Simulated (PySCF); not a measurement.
**A small calculation by hand: oscillator strength and radiative lifetime**

Ge(H)(OH)(NH2)2 (GeH₆N₂O), SMILES [GeH]([NH2])([NH2])[OH].

Coordinates come from a B3LYP-D3(BJ)/def2-SVP optimisation. The structure was generated by enumeration, and PubChem lists no compound with its InChIKey, so it may never have been made. Other conformers were not sampled.

PySCF with TDDFT-PBE/def2-SVPD puts the first singlet state with f over 0.02 at 5.58 eV (vertical), with the transition dipole (0.193, 0.317, 0.093) in atomic units.

Problem. Find the oscillator strength, the wavelength and the radiative lifetime that this transition would have in vacuum if emission retraced absorption.

Solution. 
|μ|² = 0.1464 au, so |μ| = 0.97 D. ΔE = 5.58/27.211 = 0.2051 hartree. f = (2/3) ΔE |μ|² = 0.020 (the program prints 0.020).
λ = 1239.84/5.58 = 222 nm; ν = 45006 cm⁻¹.
Einstein's coefficient A = 0.6670 ν² f s⁻¹ (ν in cm⁻¹) = 2.7e7 s⁻¹, so τ = 1/A = 37 ns. This state is S1. The figure is the radiative limit of this one transition; relaxation, internal conversion, crossing to triplets and a medium change what is measured.
